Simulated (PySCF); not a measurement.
Species: C4H, charge 0, multiplicity 2. It need not be the lowest isomer of its formula. 
Coordinates optimised at B3LYP-D3(BJ)/def2-TZVP (Ansatz):
SMILES: [C]#CC#C
```xyz
5

C     -2.0184    -0.1492     0.2730
C     -0.7720     0.0314     0.0542
C      0.5521     0.0411    -0.0748
C      1.7675     0.0629    -0.2006
H      2.8251     0.0827    -0.3105
```
Charge 0, spin multiplicity 2.

Dispersion corrections to the total energy (kcal/mol) from the dftd3 and dftd4 libraries through PySCF: D3(BJ) without and D4 with the three-body term, each with the damping fitted for the functional named.

| functional | D3(BJ) | D4 |
|---|---|---|
| LC-wPBE | ? | -2.07 |
| BLYP | -4.31 | ? |
| r2SCAN | -0.53 | ? |
| HF | -18.37 | -7.22 |
| B2GP-PLYP | -1.31 | -0.77 |
| PW6B95 | -1.00 | -1.70 |
| PBE0 | -1.70 | -1.55 |

Q: Fill in the missing entries.

A: 
- LC-wPBE, D3(BJ): -1.86
- BLYP, D4: -4.22
- r2SCAN, D4: -0.44
